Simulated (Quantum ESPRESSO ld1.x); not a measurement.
Results of a calculation; reference values are marked as such.
Question: Radial electron density D(r) = 4 pi r^2 rho(r) of an atom or ion with 17 electrons. Code: ld1.x of Quantum ESPRESSO 7.5. Model: scalar-relativistic Kohn-Sham, BLYP, spin-unpolarised, spherical densities, point nucleus.

| r (bohr) | D(r) (e/bohr) |
|---|---|
| 0.00546 | 1.238 |
| 0.006255 | 1.575 |
| 0.007166 | 1.996 |
| 0.00821 | 2.518 |
| 0.009406 | 3.158 |
| 0.01078 | 3.936 |
| 0.01235 | 4.871 |
| 0.01403 | 5.909 |
| 0.01608 | 7.190 |
| 0.01842 | 8.657 |
| 0.0211 | 10.30 |
| 0.02418 | 12.08 |
| 0.0277 | 13.95 |
| 0.03173 | 15.83 |
| 0.03636 | 17.60 |
| 0.04132 | 19.04 |
| 0.04734 | 20.20 |
| 0.05424 | 20.85 |
| 0.06214 | 20.88 |
| 0.07119 | 20.28 |
| 0.08156 | 19.13 |
| 0.09345 | 17.64 |
| 0.1071 | 16.13 |
| 0.1217 | 15.04 |
| 0.1394 | 14.56 |
| 0.1597 | 14.97 |
| 0.183 | 16.26 |
| 0.2096 | 18.08 |
| 0.2402 | 19.88 |
| 0.2752 | 20.99 |
| 0.3153 | 20.84 |
| 0.3583 | 19.33 |
| 0.4105 | 16.44 |
| 0.4703 | 12.80 |
| 0.5388 | 9.210 |
| 0.6173 | 6.418 |
| 0.7073 | 4.839 |
| 0.8103 | 4.436 |
| 0.9283 | 4.790 |
| 1.055 | 5.281 |
| 1.209 | 5.486 |
| 1.385 | 5.133 |
| 1.587 | 4.283 |
| 1.818 | 3.182 |
| 2.083 | 2.103 |
| 2.386 | 1.233 |
| 2.734 | 0.6384 |
| 3.107 | 0.3041 |
| 3.56 | 0.1198 |
| 4.078 | 0.03970 |
| 4.672 | 0.01076 |
| 5.353 | 0.002333 |
| 6.133 | 0.0003932 |

What is the nuclear charge?

Answer: Z = 18. The innermost maximum, from 1s, lies near gamma/Z bohr with gamma = sqrt(1 - (Z/c)^2) = 0.991, here 0.0551 bohr (found: 0.0583), and its height grows with Z. The density is that of the argon ion Ar+ in [Ne] 3s2 3p5; the configuration itself is not fixed sharply by these data, and Z only to about a unit. D(r) has 3 maxima, at r = 0.0583, 0.291, 1.19 bohr, and minima at 0.141, 0.804 bohr, inside which lie 2.17, 10.38 electrons.
